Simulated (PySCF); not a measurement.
## Finite-field polarisability of Kr (krypton, neutral)

[Kr], closed-shell 1S. Computed with PySCF 2.14 in x2c-QZVPPall with one added diffuse shell each of s, p, d, f type (12s9p6d5f1g, 113 functions), with scalar relativity by spin-free X2C-1e. Frozen: [Ar] 3d10. Energy changes in a uniform field (μhartree):

```tsv
axis	F (au)	HF	MP2	CCSD	CCSD(T)
x	0.0035	-100.366	-103.353	-102.531	-103.257
x	0.007	-401.584	-413.554	-410.263	-413.172
```

Q: Derive α along x at CCSD(T) from the two fields.

A: With ΔE = −αF²/2 − γF⁴/24, α = −(16 ΔE(F) − ΔE(2F))/(6F²) = 16.86 bohr³.

Q: And the mean polarisability at each level?

A: HF 16.38, MP2 16.87, CCSD 16.74, CCSD(T) 16.86 bohr³. Reference: 16.78 ± 0.02 bohr³ (recommended; Schwerdtfeger and Nagle, table of static dipole polarizabilities (2023 update)).
